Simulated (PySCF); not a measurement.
C₃H₄ClFSi, SMILES C#C[Si@H](Cl)CF. Atoms are numbered in the order given.

```xyz
10

C      2.3979    -0.0549    -1.6062
C      1.4672     0.1150    -0.8224
Si     0.0579     0.3715     0.3147
Cl     0.0690    -1.0926     1.7999
C     -1.5851     0.1937    -0.6307
F     -1.6621     1.2072    -1.5834
H      3.2197    -0.2035    -2.2953
H      0.1639     1.7192     0.9551
H     -1.6420    -0.8000    -1.1297
H     -2.4464     0.2690     0.0719
```

The structure is a stationary point at PBE-D3(BJ)/def2-SVP. The structure was generated by enumeration; whether it is a known compound was not checked. The values are those of a single conformer.

These are PBE/def2-TZVP in PySCF values and carry that method's errors.

Isolated molecule, no solvent.

### Question
Estimate the frontier levels, gap, dipole moment and polarisability. (The exact figures need the calculation; the answer reports its results.)

### Answer

```json
{
  "highest_occupied_level": "-7.08 eV",
  "lowest_empty_level": "-1.93 eV",
  "orbital_gap": "5.15 eV",
  "dipole_moment": "0.154 e·Å",
  "quadrupole, principal values (traceless, Buckingham form, about the centre of nuclear charge)": "-11.81, -0.36, 12.17 D·Å",
  "mean_static_polarisability": "73.0 bohr³ (10.82 Å³)",
  "polarisability_principal_values": "57.2, 69.1, 92.6 bohr³"
}
```
